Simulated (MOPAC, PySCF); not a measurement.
Energy landscape of F2Mg, singlet: symmetric bend, bond length relaxed. Scanned: F-Mg-F angle. Other coordinates (Mg-F bond length) were minimised at B3LYP/def2-TZVP. Each profile is relative to its own lowest point.

```json
[
 {"a / °": "180", "A": "9.2", "B": "0.0", "C": "0.0"},
 {"a / °": "170", "A": "8.8", "B": "0.4", "C": "0.3"},
 {"a / °": "160", "A": "7.6", "B": "1.7", "C": "1.3"},
 {"a / °": "150", "A": "5.9", "B": "3.8", "C": "3.1"},
 {"a / °": "140", "A": "3.9", "B": "6.7", "C": "5.8"},
 {"a / °": "130", "A": "2.1", "B": "10.4", "C": "9.4"},
 {"a / °": "120", "A": "0.6", "B": "15.3", "C": "14.1"},
 {"a / °": "110", "A": "0.0", "B": "21.4", "C": "20.1"},
 {"a / °": "100", "A": "1.0", "B": "29.5", "C": "27.5"},
 {"a / °": "90", "A": "4.7", "B": "40.2", "C": "37.3"},
 {"a / °": "80", "A": "12.5", "B": "55.1", "C": "50.9"}
]
```

Energies in kcal/mol.

### Question
Which curve belongs to which method? The methods are PySCF with MP2 on RHF/cc-pVTZ, 3 core orbitals frozen; MOPAC with PM3, restricted, heats of formation; restricted BP86/6-31G*, spherical d (PySCF).

### Answer
A is PM3; B is MP2; C is RKS-BP86/6-31G*.
